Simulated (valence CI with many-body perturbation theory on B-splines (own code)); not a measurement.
# Energy levels of Sm¹¹⁺

Method: configuration interaction combined with many-body perturbation theory (CI+MBPT): five valence electrons over a frozen Dirac-Fock core [Kr] 4d10, radial functions for each j: 7 s, 7 p, 7 d, 7 f, 4 g, 2 h, with the one-electron correlation potential Σ1, the two-electron term Σ2, the three-electron term Σ3, Breit, model QED; selected CI, second order for the rest, scaled by the run's own slope (own B-spline code, finite nucleus).

No measured levels were compared; by estimate terms of the open shell hold to a few per cent of their energy, and close levels can change places. Among the levels kept, up to 2300 cm⁻¹ of a level comes from second order outside the variational space, and about a tenth of that is noise between levels of different J, which matters for small intervals.

Levels 136 to 180 of 233, with energies above the lowest level, 4f³5s² ⁴I°_9/2. "Leading %" is the weight of the configuration and term that name the level; weights of strongly mixed levels are sums over their largest components and can fall short. Lifetimes count E1, E2, E3, M1 and M2 decay at the calculated energies, and are blank where another channel may lead or the interval is too uncertain; long ones can be off by a factor of two.

| No. | Configuration | Term | J | E (eV) | Leading % | Lifetime | Second component | g |
| --- | --- | --- | --- | --- | --- | --- | --- | --- |
| 136 | 4f³5s5p | ⁶I | 9/2 | 20.402 | 43 | 2.19 ns | 20 % 4f³5s5p ⁶H | 0.888 |
| 137 | 4f²5s²5p | ²P° | 1/2 | 20.429 | 86 | 545 μs | 6 % 4f²5s²5p ⁴D° | 0.666 |
| 138 | 4f⁴5s | ⁴I | 15/2 | 20.450 | 63 | 2.10 μs | 29 % 4f⁴5s ⁴K | 1.153 |
| 139 | 4f⁴5s | ⁴K | 13/2 | 20.485 | 74 | 1.37 μs | 17 % 4f⁴5s ⁴I | 0.981 |
| 140 | 4f⁴5s | ⁶G | 9/2 | 20.485 | 69 | 211 ns | 12 % 4f⁴5s ⁴G | 1.218 |
| 141 | 4f³5s5p | ⁶H | 11/2 | 20.652 | 30 | 2.15 ns | 22 % 4f³5s5p ⁶I | 1.062 |
| 142 | 4f⁴5s | ⁴K | 15/2 | 20.673 | 55 | 3.19 μs | 29 % 4f⁴5s ⁴I | 1.113 |
| 143 | 4f⁴5s | ⁴H | 7/2 | 20.707 | 68 | 233 ns | 16 % 4f⁴5s ⁶G | 0.778 |
| 144 | 4f⁴5s | ⁶G | 11/2 | 20.729 | 78 | 247 ns | 10 % 4f⁴5s ⁴H | 1.312 |
| 145 | 4f⁴5s | ⁴K | 17/2 | 20.833 | 81 | 2.67 μs | 10 % 4f⁴5s ⁴L | 1.160 |
| 146 | 4f⁴5s | ⁴H | 9/2 | 20.945 | 61 | 331 ns | 24 % 4f⁴5s ⁶G | 1.059 |
| 147 | 4f³5s5p | ⁶H | 13/2 | 20.986 | 38 | 2.38 ns | 19 % 4f³5s5p ⁶K | 1.180 |
| 148 | 4f⁴5s | ⁶G | 13/2 | 21.024 | 87 | 41.8 ns | 6 % 4f⁴5s ⁴H | 1.362 |
| 149 | 4f⁴5s | ⁴G | 5/2 | 21.110 | 88 | 177 ns |  | 0.604 |
| 150 | 4f³5s5p | ⁶G | 3/2 | 21.119 | 71 | 15.8 ns | 7 % 4f⁴5s ⁶G | 0.142 |
| 151 | 4f⁴5s | ⁴H | 11/2 | 21.259 | 71 | 373 ns | 17 % 4f⁴5s ⁶G | 1.175 |
| 152 | 4f⁴5s | ⁴L | 13/2 | 21.313 | 81 | 2.05 μs | 13 % 4f⁴5s ²K | 0.825 |
| 153 | 4f³5s5p | ⁶H | 15/2 | 21.317 | 47 | 2.49 ns | 24 % 4f³5s5p ⁶K | 1.239 |
| 154 | 4f³5s5p | ⁶G | 5/2 | 21.359 | 60 | 13.2 ns | 14 % 4f³5s5p ⁶F | 0.979 |
| 155 | 4f³5s5p | ⁶I | 17/2 | 21.384 | 45 | 2.56 ns | 30 % 4f³5s5p ⁶K | 1.237 |
| 156 | 4f⁴5s | ⁴G | 7/2 | 21.438 | 71 | 176 ns | 13 % 4f⁴5s ⁴H | 0.963 |
| 157 | 4f⁴5s | ⁴D | 5/2 | 21.440 | 50 | 104 ns | 22 % 4f⁴5s ⁴P | 1.356 |
| 158 | 4f⁴5s | ⁴D | 3/2 | 21.477 | 45 | 229 ns | 36 % 4f⁴5s ⁴P | 1.414 |
| 159 | 4f⁴5s | ⁴L | 15/2 | 21.519 | 68 | 2.80 μs | 16 % 4f⁴5s ⁴M | 0.958 |
| 160 | 4f⁴5s | ⁴F | 3/2 | 21.605 | 85 | 189 ns | 10 % 4f⁴5s ²D | 0.469 |
| 161 | 4f³5s5p | ⁴I | 9/2 | 21.611 | 20 | 14.8 ns | 7 % 4f³5s5p ⁶D | 1.031 |
| 162 | 4f³5s5p | ⁶G | 7/2 | 21.615 | 40 | 11.9 ns | 24 % 4f³5s5p ⁶F | 1.259 |
| 163 | 4f⁴5s | ⁴H | 13/2 | 21.640 | 90 | 456 ns | 6 % 4f⁴5s ⁶G | 1.235 |
| 164 | 4f³5s5p | ⁶P | 3/2 | 21.669 | 80 | 12.7 ns | 13 % 4f³5s5p ⁴P | 2.266 |
| 165 | 4f⁴5s | ⁴L | 17/2 | 21.704 | 72 | 3.57 μs | 15 % 4f⁴5s ⁴M | 1.070 |
| 166 | 4f⁴5s | ⁴D | 1/2 | 21.713 | 49 | 248 ns | 46 % 4f⁴5s ⁴P | 1.256 |
| 167 | 4f⁴5s | ⁴G | 9/2 | 21.715 | 44 | 36.4 ns | 17 % 4f⁴5s ⁴H | 1.101 |
| 168 | 4f⁴5s | ⁴D | 7/2 | 21.815 | 57 | 73.2 ns | 27 % 4f⁴5s ⁴F | 1.339 |
| 169 | 4f⁴5s | ⁴L | 19/2 | 21.845 | 83 | 3.49 μs | 16 % 4f⁴5s ⁴M | 1.142 |
| 170 | 4f⁴5s | ⁴M | 15/2 | 21.864 | 47 | 617 ns | 22 % 4f⁴5s ²L | 0.902 |
| 171 | 4f⁴5s | ⁴F | 5/2 | 21.865 | 81 | 259 ns | 7 % 4f⁴5s ⁴P | 1.075 |
| 172 | 4f³5s5p | ⁴K | 11/2 | 21.871 | 52 | 1.46 ns | 25 % 4f³5s5p ²I | 0.871 |
| 173 | 4f³5s5p | ⁶D | 9/2 | 21.877 | 20 | 8.79 ns | 14 % 4f³5s5p ⁶F | 1.234 |
| 174 | 4f⁴5s | ⁴S | 3/2 | 21.946 | 62 | 358 ns | 20 % 4f⁴5s ⁴D | 1.686 |
| 175 | 4f³5s5p | ⁶H | 5/2 | 22.001 | 74 | 13.6 ns | 7 % 4f³5s5p ⁶G | 0.412 |
| 176 | 4f⁴5s | ²K | 13/2 | 22.026 | 81 | 408 ns | 11 % 4f⁴5s ⁴L | 0.925 |
| 177 | 4f⁴5s | ⁴F | 7/2 | 22.041 | 63 | 79.3 ns | 15 % 4f⁴5s ⁴D | 1.232 |
| 178 | 4f⁴5s | ⁴F | 9/2 | 22.052 | 49 | 56.3 ns | 13 % 4f⁴5s ⁴G | 1.227 |
| 179 | 4f⁴5s | ⁴G | 11/2 | 22.080 | 75 | 96.0 ns | 14 % 4f⁴5s ⁴H | 1.250 |
| 180 | 4f⁴5s | ⁴P | 1/2 | 22.081 | 53 | 195 ns | 42 % 4f⁴5s ⁴D | 1.437 |

Names give the largest LS component (configuration and term), which can be under half, so a name can repeat, a term be missing and a line seem to break the LS rules; names also repeat where a configuration has a term twice.

Where two levels of one J and parity lie close, their mixing, g and order are uncertain.
